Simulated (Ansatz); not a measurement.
Born–Oppenheimer molecular dynamics of C4H13NSi (19 atoms, charge 0, multiplicity 1). It starts from a relaxed structure.

Level of theory: Ansatz, RKS CAM-B3LYP/STO-3G.

* ensemble: NVE (velocity Verlet)
* time step: 0.5 fs
* steps asked: 156
* starting velocities drawn for: 1000 K
* masses: H 10 u
* seed: 491507

First frame:

```xyz
19
Properties=species:S:1:pos:R:3
C 0.359 -0.529 -2.248
C 1.210 0.098 -1.104
N 0.630 0.068 0.288
C 0.436 -1.350 0.741
C -0.675 0.827 0.346
Si -1.202 1.228 2.111
H 0.176 -1.595 -2.067
H 0.898 -0.429 -3.198
H -0.606 -0.019 -2.345
H 2.183 -0.421 -1.056
H 1.406 1.156 -1.345
H -0.344 -1.896 0.178
H 0.154 -1.352 1.804
H 1.388 -1.889 0.632
H -0.513 1.773 -0.190
H -1.486 0.297 -0.186
H -0.126 1.861 2.825
H -2.325 2.126 2.056
H -1.606 0.041 2.816
```

**Question.** What does the run give?

**Answer.** The run went to its last step.

```
steps done                                               : 156
time covered                                             : 78 fs
mean temperature over the second half                    : 513 K
spread of the potential energy over the second half      : 8.0 meV per atom
mean potential energy of the second half above the start : 56.4 meV per atom
```

The conserved energy stayed within 0.14 meV per atom of its start (net change 0.092 meV per atom), so the integration is sound. The temperature averaged 0.51 of the 1000 K drawn at the start: a run that starts near a minimum puts about half its kinetic energy into the potential. A run of 0.078 ps of so small a system gives no equilibrium averages. Limits of this set-up: minimal basis.

**Question.** What happens to the structure?

**Answer.** The same pairs are bonded in the first frame and the last. Pairs count as bonded within 1.25 times the sum of covalent radii (0.12 Å more for H–H). The details hang on the random start.

**Question.** How do temperature and energy run in time?

**Answer.** 
| time (fs) | T (K) | potential energy less start (eV) | conserved less start (meV/atom) |
| --- | --- | --- | --- |
| 0.0 | 1000 | 0.000 | 0.00 |
| 3.5 | 766 | 0.516 | 0.10 |
| 7.0 | 507 | 1.085 | 0.14 |
| 10.5 | 473 | 1.160 | 0.08 |
| 14.0 | 417 | 1.283 | 0.10 |
| 17.5 | 417 | 1.284 | 0.13 |
| 21.0 | 603 | 0.873 | 0.07 |
| 24.5 | 671 | 0.725 | 0.07 |
| 28.0 | 596 | 0.890 | 0.11 |
| 31.5 | 596 | 0.890 | 0.09 |
| 35.0 | 575 | 0.936 | 0.08 |
| 38.5 | 503 | 1.095 | 0.12 |
| 42.0 | 561 | 0.966 | 0.08 |
| 45.5 | 591 | 0.901 | 0.08 |
| 49.0 | 556 | 0.976 | 0.10 |
| 52.5 | 551 | 0.988 | 0.08 |
| 56.0 | 456 | 1.198 | 0.09 |
| 59.5 | 358 | 1.414 | 0.13 |
| 63.0 | 454 | 1.202 | 0.07 |
| 66.5 | 481 | 1.142 | 0.09 |
| 70.0 | 488 | 1.126 | 0.11 |
| 73.5 | 583 | 0.917 | 0.07 |
| 77.0 | 578 | 0.929 | 0.08 |

Run time: 14 min on 1 thread of Arm Neoverse V1 (shared host), peak memory 0.14 GiB.
